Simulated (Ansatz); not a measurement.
Species: sum formula TaO2F, net charge 0, singlet state. 
Coordinates optimised at B3LYP-D3(BJ)/def2-TZVP (Ansatz, a quantum-chemistry and plane-wave program):
```
Ta
O 1 1.7404
O 1 1.7404 2 106.86
F 1 1.9028 2 109.70 3 -118.87
```

Basis-set convergence of Hartree-Fock and CCSD correlation energies (hartree) with Ansatz. Cores are frozen in the correlated levels unless marked. No spin-orbit coupling. The frozen core is the preceding noble-gas configuration, with the filled d and f shells of earlier blocks. Past Kr the def2 sets carry scalar-relativistic core potentials.

The T1 diagnostic of CCSD in the largest basis is 0.027, which is high, so the coupled-cluster rows are less sure than usual.

| basis | functions | E(HF) | E(corr, CCSD) |
|---|---|---|---|
| def2-SVPD | 104 | -305.44938 | -0.74179 |
| def2-TZVPPD | 179 | … | … |

Question: Some entries are withheld; supply them.

Answer: 
- def2-TZVPPD, E(HF): -305.77595
- def2-TZVPPD, E(corr, CCSD): -0.89049
